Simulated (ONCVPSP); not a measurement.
# Scattering properties, ONCV potential for neon (Ne)

- Element: neon (Ne)
- Generator: ONCVPSP 4.0.1
- Type: optimised norm-conserving Vanderbilt (ONCV)
- Functional: PW91
- Relativity: scalar-relativistic
- Frozen core: [He]
- Valence charge: 8
- Reference configuration: 2s2 2p6
- Partial waves: 2s: rc 0.65 bohr, ncon 5, nbas 10, qcut 9.9 1/bohr, 1 projector; 2p: rc 1.60 bohr, ncon 4, nbas 9, qcut 9.8 1/bohr, 2 projectors, debl 2.6 Ha
- Local potential: polynomial inside 0.45 bohr (lpopt 5, dvloc0 0 Ha)
- Core correction: polynomial model core, fcfact 0.2

The phase is arctan(r·R′/R) of the radial function R(r), unwrapped; energies in Ha, scanned from -3 to 5 Ha. A pole is an energy at which the radial function vanishes at the test radius. The pseudo phase is shifted by a multiple of π to meet the all-electron one at the reference energy, and phase errors are pseudo minus all-electron; the curves can meet again beyond the range given. Levels narrower than the energy grid can be missing from the lists of poles.

Question: For each channel, where are the poles, and over which energies does the pseudopotential scatter like the atom?

Answer:

```json
{"channel": "s", "radius (bohr)": "0.66", "reference energy (Ha)": "-1.34", "poles, all-electron": "none", "poles, pseudo": "none", "unbroken range about the reference energy with phases within 0.05 rad": "the whole range", "phase error 1 Ha above the reference energy (rad)": "-0.001"}
{"channel": "p", "radius (bohr)": "1.63", "reference energy (Ha)": "-0.49", "poles, all-electron": "-0.13", "poles, pseudo": "-0.13", "unbroken range about the reference energy with phases within 0.05 rad": "the whole range", "phase error 1 Ha above the reference energy (rad)": "-0.001"}
```

Phases in the s channel:

```tsv
E (Ha)	all-electron	pseudo
-2.98	-0.376	-0.379
-2.76	-0.432	-0.434
-2.54	-0.486	-0.487
-2.32	-0.538	-0.539
-2.10	-0.588	-0.589
-1.88	-0.636	-0.636
-1.66	-0.682	-0.682
-1.44	-0.726	-0.726
-1.22	-0.767	-0.767
-1.00	-0.807	-0.807
-0.78	-0.844	-0.844
-0.56	-0.879	-0.880
-0.34	-0.913	-0.913
-0.12	-0.944	-0.945
0.10	-0.974	-0.976
0.32	-1.002	-1.004
0.54	-1.029	-1.031
0.76	-1.054	-1.057
0.98	-1.078	-1.081
1.20	-1.101	-1.104
1.42	-1.122	-1.126
1.64	-1.143	-1.147
1.86	-1.162	-1.167
2.08	-1.180	-1.186
2.30	-1.198	-1.204
2.52	-1.214	-1.221
2.74	-1.230	-1.238
2.96	-1.246	-1.254
3.18	-1.260	-1.269
3.40	-1.274	-1.283
3.62	-1.287	-1.297
3.84	-1.300	-1.311
4.06	-1.312	-1.323
4.28	-1.323	-1.336
4.50	-1.335	-1.348
4.72	-1.345	-1.360
4.94	-1.356	-1.371
```
